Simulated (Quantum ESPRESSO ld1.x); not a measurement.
The numbers below are computed, except where a source is named.
The aim is the samarium ion Sm+ in [Xe] 4f6 6s1. This ld1.x (Quantum ESPRESSO 7.5) run was made with `OMP_NUM_THREADS=1 ld1.x < ld1.in > ld1.out`. Can the result be used? Name any fault.

```
 &input
    zed=62.0,
    iswitch=1,
    rel=1,
    lsd=1,
    dft='SLA-VWN',
    config='[Cd] 4f6 6s1',
    verbosity='high',
    prefix='ld1',
    max_out_wfc=37,
    file_charge='ld1.rho',
 /
```

Output (excerpt):

```
     Program LD1 v.7.5 starts

 %%%%%%%%%%%%%%%%%%%%%%%%%%%%%%%%%%%%%%%%%%%%%%%%%%%%%%%%%%%%%%%%%%%%%%%%%%%%%%
     Error in routine el_config (1):
     wrong core: Cd
 %%%%%%%%%%%%%%%%%%%%%%%%%%%%%%%%%%%%%%%%%%%%%%%%%%%%%%%%%%%%%%%%%%%%%%%%%%%%%%

     stopping ...
```

Answer. No (refused). The line at issue: config='[Cd] 4f6 6s1'. The program stops in el_config with "wrong core: Cd": the cores known are He, Ne, Ar, Kr, Xe, Hg and Rn. The sound input gives -10420.021 hartree.
